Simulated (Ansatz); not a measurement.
Ansatz (a program for electronic structure) input (CCSD(T)/def2-QZVPPD):
A basis named .json is the Basis Set Exchange file of that set.

Ansatz 0.2 input:
```yaml
crystal:
  periodic: [false, false, false]
  atoms:
    - {symbol: Li, position_ang: [-0.00000000, -0.00000000, -1.81701305]}
    - {symbol: Cl, position_ang: [0.00000000, 0.00000000, 0.32064936]}
basis:
  gaussian:
    orbitals: def2-QZVPPD.json
total_charge: -1
magnetization: {spin_polarized: true, initial_magnetization: 1}
correlation: {method: ccsd_t, electrons: outside_noble_gas}
```

End of the output:

```
6 core orbitals not correlated
reference -12709.71796055 eV, -467.0735200941 hartree; 5, 4 occupied and 103, 104 virtual orbitals, 664 factors
second order -6.14330126 eV of doubles, -0.00000000 eV of singles
coupled cluster: 0.59 GiB planned
cycle   1  -6.54898164 eV  change   -5.3e-1 eV  update   1.9e-2
cycle   2  -6.56917457 eV  change   -2.0e-2 eV  update   5.5e-3
cycle   3  -6.57099955 eV  change   -1.8e-3 eV  update   2.9e-3
cycle   4  -6.57033008 eV  change    6.7e-4 eV  update   1.4e-3
cycle   5  -6.57042000 eV  change   -9.0e-5 eV  update   5.9e-4
cycle   6  -6.57050903 eV  change   -8.9e-5 eV  update   2.0e-4
cycle   7  -6.57053522 eV  change   -2.6e-5 eV  update   6.7e-5
cycle   8  -6.57055353 eV  change   -1.8e-5 eV  update   2.5e-5
cycle   9  -6.57054978 eV  change    3.7e-6 eV  update   9.6e-6
perturbative correction -0.29515252 eV, -0.0108466552 hartree
Total energy: -12716.58366286 eV, -467.3258300001 hartree
```
